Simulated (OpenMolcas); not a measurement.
## Tm2+ in cubic eightfold coordination: ligands and hosts compared

```json
{
  "Program": "OpenMolcas",
  "Method": "CASSCF",
  "Active space": "13 electrons in 7 orbitals (4f)",
  "Spin-orbit coupling": "state interaction with AMFI integrals over the reference wave functions"
}
```

Distances were set from a Shannon-type radius of the metal (high-spin where two are listed) plus a fixed donor radius (Cl 1.76, F 1.31, O 1.38 Å), in hosts weighted 0.65 to 0.35 with the host's distance in the model lattice. Anionic complexes are neutralised by point charges, and hosts are embedded clusters. Ligand basis ANO-RCC-VDZP. States (labels of O, the rotations of Oh). Energies in cm-1 above the lowest state or level, χT in cm3 K/mol.

```
Ligand or host  R (Å)   Metal basis  Outer charge (e at Å behind ligand)  Ground state  First state of that spin  First gap with spin-orbit (degeneracies)  Width of lowest J  χT at 300 K
            Cl   2.92  ANO-RCC-VDZP                          0.75 at 3.2           2A2                 2T1 179.6                              102.4 (2, 2)                110        2.553
          BaF2  2.545  ANO-RCC-VDZP                                                2A2                 2T2 360.9                              230.4 (2, 4)                254        2.483
             F   2.47  ANO-RCC-VDZP                          0.75 at 3.2           2A2                 2T2 414.2                              263.5 (2, 4)                288        2.454
             O   2.54  ANO-RCC-VDZP                           1.8 at 2.4           2A2                 2T2 336.1                              232.9 (2, 4)                289        2.476
          SrF2  2.484  ANO-RCC-VDZP                                                2A2                 2T2 449.1                              283.8 (2, 4)                307        2.435
          CaF2  2.433  ANO-RCC-VDZP                                                2A2                 2T2 545.2                              342.3 (2, 4)                365        2.375
```

The rows also differ in their outer charges, so part of each step comes from that.

The width of the lowest J multiplet rises in the order Cl < BaF2 < F < O < SrF2 < CaF2, by a factor of 3.32 from first to last.

Without dynamic correlation the ligand-field splitting of an f shell can come out too small, at times by half. The oxide ions are held by bare point charges, a crude embedding (holds for O). No measured value stands beside these numbers; the geometry was imposed, not optimised, and the real ion may take another.
